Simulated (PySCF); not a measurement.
# Computed records: BH5N2Si

All values are calculated (PySCF 2.14.0). Calculation on a computer-drawn molecule: the log of a Hartree-Fock and frozen-core CCSD(T) single point meant for a local Hartree-Fock minimum, with one planted fault or none, to be diagnosed. Offsets are logged minus clean, where the clean run is the same molecule without the fault. The reference is restricted for singlets and unrestricted otherwise, and also for a bond in bohr or an excited solution. Adding or removing an electron swaps singlet and doublet. The excited solution moves the top pair (singlet) or top alpha electron (doublet) to the lowest empty orbital. Highest occupied and lowest empty are orbital energies over both spins, largest force is the largest gradient component, triples share is (T) over the correlation energy, the T1 limit is 0.02 restricted and 0.045 unrestricted, electrons count all cores, a negative frequency is imaginary (commonest isotopes), and the dipole is about the centre of nuclear charge.

```yaml
- formula: BH5N2Si
  logged_structure:
    atoms_angstrom:
      - ["N", -0.3814, -0.1626, -0.0645]
      - [B, 0.4738, 0.4592, -0.9941]
      - ["N", 0.2349, 0.4292, -2.3874]
      - [Si, 0.0319, 0.4347, -3.9199]
      - [H, -1.2047, -0.6606, -0.3304]
      - [H, -0.2116, -0.1409, 0.9173]
      - [H, 1.4433, 1.035, -0.5617]
      - [H, 0.5657, -0.5901, -4.8338]
      - [H, -0.7299, 1.4592, -4.6549]
  given:
    meant_charge: 0
    meant_multiplicity: 1
    meant_basis: "cc-pV(D+d)Z"
    logged_electrons: 37
    logged_basis_functions: 90
    logged_SCF_converged: "yes"
    logged_spin_squared: 0.8338
    "logged_highest_occupied [eV]": -15.409
    "logged_lowest_empty [eV]": -5.8383
    "logged_largest_force [hartree/bohr]": 0.09124
    logged_T1_diagnostic: 0.041383
    logged_D1_diagnostic: 0.23591
    logged_triples_share: 0.032101
    logged_CC_converged: "yes"
    "logged_dipole_magnitude [debye]": 2.886
    logged_SCF_stable_within_its_kind: "yes"
    "logged_energy_HF [hartree]": -425.1973
    "logged_energy_CCSD(T) [hartree]": -425.73453
    possible_faults: "no fault, one electron removed, one electron added, multiplicity raised by two, geometry at a saddle point, SCF held on an excited solution, minimal basis STO-3G, one bond length entered in bohr, all coordinates scaled"
    drawn_bonds_atom: [1, 2, 3, 1, 1, 2, 4, 4]
    drawn_bonds_other_atom: [2, 3, 4, 5, 6, 7, 8, 9]
    drawn_bonds_order: [1, 1, 2, 1, 1, 1, 1, 1]
  results:
    planted_fault: "one electron removed"
    "HF_energy_offset_from_clean_run [kcal/mol]": 177.1
    "CCSD(T)_energy_offset_from_clean_run [kcal/mol]": 198.6
```
